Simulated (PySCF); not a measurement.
## Electronic structure of Br (bromine, neutral) at the UHF level

Configuration: [Ar] 3d10 4s1 4p5 4d1, one real determinant (an excited configuration). All numbers are calculated (PySCF 2.14, a scalar-relativistic core potential, in aug-cc-pVQZ-PP with ECP10MDF (7s6p5d3f2g, 89 functions)).

| Property | Result |
| --- | --- |
| Total energy | -414.616258 hartree |
| One-electron energy | -723.8761 hartree |
| Hartree (Coulomb) energy | 338.8742 hartree |
| Exchange energy | -29.6143 hartree |
| ⟨S²⟩ | 3.7636 |
| ⟨L²⟩ | 7.980 |
| Sum of ⟨r⟩ | 26.03 bohr |
| Sum of ⟨r²⟩ | 52.06 bohr² |
| Traceless quadrupole moment −½Σ⟨3z² − r²⟩ along its main axis | -1.57 e·bohr² |

```
shell  electrons  mean orbital energy (hartree)  spread (hartree)  rms radius, mean of both spins (bohr)
 3s α          1                      -10.10645                 0                                  0.590
 3s β          1                      -10.06024                 0                                  0.590
 3p α          3                       -7.85285           0.02035                                  0.609
 3p β          3                       -7.82244           0.00448                                  0.609
 3d α          5                       -3.39978           0.02406                                  0.642
 3d β          5                       -3.37867           0.00625                                  0.642
 4s α          1                       -1.29032                 0                                   1.76
 4p α          3                       -0.66059           0.06874                                   2.16
 4p β          2                       -0.47675                 0                                   2.16
 4d α          1                       -0.04617                 0                                   4.30
```

⟨L²⟩ = 7.98 against 12 for a pure F term, so this real determinant mixes terms. Energies and moments cover only the electrons outside the core potential. The outer electron is Rydberg-like, and this basis confines it to a smaller radius and binds it less than a complete one would.
